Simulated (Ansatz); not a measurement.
Species: GaAsH$_{4}$, charge 0, singlet. GaAsH4 (SMILES [AsH2][GaH2]).
B3LYP-D3(BJ)/def2-TZVP minimum from Ansatz (a quantum-chemistry and plane-wave program):
```
Ga
H 1 1.5722
H 1 1.5722 2 120.88
As 1 2.4333 2 119.45 3 174.65
H 4 1.5236 1 93.01 2 45.71
H 4 1.5236 5 93.68 1 -93.21
```

Total energies in hartree (Ansatz). UHF or UKS for unpaired electrons; spin-orbit terms are left out. Correlated methods leave the cores frozen (noble-gas shells, and filled d and f shells in the p block). No relativity. Where a partner has so few electrons that a lower coupled-cluster level is exact, that level stands in.

```csv
species,HF/cc-pVTZ,CCSD(T)/cc-pVTZ,HF/cc-pVQZ,CCSD(T)/cc-pVQZ,CCSDT(Q)/cc-pVTZ
1: GaAsH4 (SMILES [GaH2][AsH2]),-4159.85069,-4160.12424,-4159.85757,-4160.14541,-4160.12576
2: Ga (doublet),-1923.26189,-1923.30928,-1923.26422,-1923.31345,-1923.30958
3: As (quartet),-2234.23714,-2234.32576,-2234.23956,-2234.33229,-2234.32641
4: H (doublet),-0.49981,-0.49981,-0.49995,-0.49995,-0.49981
```

Problem. Work out the atomisation energy (electronic, to ground-state atoms) in kcal/mol: take Hartree-Fock from cc-pVQZ, extrapolate the CCSD(T) correlation energy as X^-3 (X = 3, 4), and add CCSDT(Q) - CCSD(T) in cc-pVTZ. 1 hartree = 627.51 kcal/mol.

Solution. 
Species 1: correlation (64·(-0.28784) - 27·(-0.27355))/37 = -0.29827; step -0.00152; E1 = -4159.85757 + (-0.29827) + (-0.00152) = -4160.15736
Species 2: correlation (64·(-0.04923) - 27·(-0.04739))/37 = -0.05057; step -0.00030; E2 = -1923.26422 + (-0.05057) + (-0.00030) = -1923.31509
Species 3: correlation (64·(-0.09273) - 27·(-0.08862))/37 = -0.09573; step -0.00065; E3 = -2234.23956 + (-0.09573) + (-0.00065) = -2234.33594
Species 4: correlation (64·(0.00000) - 27·(0.00000))/37 = 0.00000; step +0.00000; E4 = -0.49995 + (0.00000) + (+0.00000) = -0.49995
-1·E1 +1·E2 +1·E3 +4·E4 = 0.50653 hartree = 317.9 kcal/mol.
